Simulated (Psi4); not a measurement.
ClI, charge -1, doublet, at a GFN2-xTB geometry (a state made from the parent by changing its charge; the spin is typed, not shown lowest) (all electrons, no relativity) (a gas-phase anion, which may not be bound at this level); HF/6-311G** (Psi4 1.11).

Psi4 was given this input:
```
memory 2 GB

molecule mol {
-1 2
  Cl   -0.000000   -0.000000   -2.279688
  I     0.000000    0.000000    0.731221
}

set basis 6-311g**
set reference uhf
set scf_type pk

energy('scf')
print_variables()
```

Q: Write the output that Psi4 gives for this input, abridged.

A: 
```
Traceback (most recent call last):
  File "psi4", line 375, in <module>
  File "<string>", line 24, in <module>
  File "site-packages/psi4/driver/driver.py", line 533, in energy
  File "site-packages/psi4/driver/procrouting/proc.py", line 2760, in run_scf
  File "site-packages/psi4/driver/procrouting/proc.py", line 1934, in scf_helper
  File "site-packages/psi4/driver/p4util/python_helpers.py", line 229, in _core_wavefunction_build
  File "site-packages/psi4/driver/p4util/python_helpers.py", line 169, in _pybuild_basis
  File "site-packages/psi4/driver/qcdb/libmintsbasisset.py", line 722, in pyconstruct
  File "site-packages/psi4/driver/qcdb/libmintsbasisset.py", line 976, in construct

psi4.driver.qcdb.exceptions.BasisSetNotFound: BasisSet::construct: Unable to find a basis set for atom 2 for key BASIS among:
  Shell Entries: ['I']
  Basis Sets: [('6-311G**', '6-311G**', None)]
  File Path: tmpt6tftfla, tmpt6tftfla, basis
  Input Blocks:

Printing out the relevant lines from the Psithon --> Python processed input file:
    ""","mol")
    core.IO.set_default_namespace("mol")
    core.set_global_option("BASIS", "6-311g**")
    core.set_global_option("REFERENCE", "uhf")
    core.set_global_option("SCF_TYPE", "pk")
--> energy('scf')
    print_variables()

!----------------------------------------------------------------------------------!
!                                                                                  !
!  BasisSet::construct: Unable to find a basis set for atom 2 for key BASIS among: !
!   Shell Entries: ['I']                                                           !
!   Basis Sets: [('6-311G**', '6-311G**', None)]                                   !
!   File Path: tmpt6tftfla,       !
!     tmpt6tftfla,                !
!     basis                                          !
!   Input Blocks:                                                                  !
!                                                                                  !
!----------------------------------------------------------------------------------!

QcdbException BasisSetNotFound: BasisSet::construct: Unable to find a basis set for atom 2 for key BASIS among:
  Shell Entries: ['I']
  Basis Sets: [('6-311G**', '6-311G**', None)]
  File Path: tmpt6tftfla, tmpt6tftfla, basis
  Input Blocks:
```

The input was rejected before any calculation.
